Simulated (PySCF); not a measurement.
A calculated (B3LYP, PySCF 2.14, cc-pVDZ-X2C, the spin-free X2C one-electron Hamiltonian (Gaussian nucleus)) atom or ion has these occupied shells.

```
shell  electrons  orbital energy (eV)  rms radius, mean of both spins (bohr)
 1s α          1             -48343.9                                 0.0254
 1s β          1             -48343.8                                 0.0254
 2s α          1              -7960.4                                  0.103
 2s β          1              -7960.2                                  0.103
 2p α          3              -7103.7                                 0.0923
 2p β          3              -7103.6                                 0.0923
 3s α          1              -1760.3                                  0.266
 3s β          1              -1757.8                                  0.266
 3p α          3              -1491.4                                  0.266
 3p β          3              -1488.8                                  0.266
 3d α          5              -1125.6                                  0.245
 3d β          5              -1123.3                                  0.245
 4s α          1              -353.20                                  0.602
 4s β          1              -346.63                                  0.602
 4p α          3              -264.00                                  0.639
 4p β          3              -257.20                                  0.639
 4d α          5              -137.98                                  0.706
 4d β          5              -130.47                                  0.706
 5s α          1              -44.513                                   1.48
 5s β          1              -41.060                                   1.48
 5p α          3              -22.895                                   1.78
 5p β          3              -20.065                                   1.78
 4f α          7               -2.800                                   1.14
 5d α          2               -0.938                                   3.63
```

**Question.** Name the element and its charge.

**Answer.** Eu (europium, neutral), in [Xe] 4f7 5d2, high-spin 10F determinant (an excited configuration).
